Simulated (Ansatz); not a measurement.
Mulliken charges of Cl$_{3}$FOW, SMILES `[O]=[W]([F])([Cl])([Cl])[Cl]` from B3LYP/def2-TZVPP in Ansatz (PBE0-D4/def2-TZVP geometry).

| atom | x (Å) | y (Å) | z (Å) | charge (e) |
| --- | --- | --- | --- | --- |
| O1 | -1.741 | -0.119 | 0.063 | -0.269 |
| W2 | -0.074 | -0.040 | 0.036 | 1.091 |
| F3 | 0.438 | -0.936 | 1.583 | -0.272 |
| Cl4 | 0.617 | -1.931 | -1.038 | -0.186 |
| Cl5 | 0.330 | 1.115 | -1.888 | -0.178 |
| Cl6 | 0.473 | 1.847 | 1.198 | -0.186 |

Question: By hand: the dipole of these point charges (1 e Å = 4.8032 D).

Answer: Σ q r = (0.007, 0.060, -0.102) e Å, of length 0.119 e Å = 0.57 D.

Question: How does the dipole of the full density compare? (Estimate.)

Answer: Ansatz gave: (0.120, 0.062, -0.098) e Å, 0.80 D; the point charges give 0.71 times that, at 43° from its direction.

Point charges leave out the atoms' own dipoles, such as those of lone pairs, and Mulliken's split depends on the basis, so the two needn't agree.

B3LYP here is the variant with VWN-RPA as its local correlation; programs differ in this.
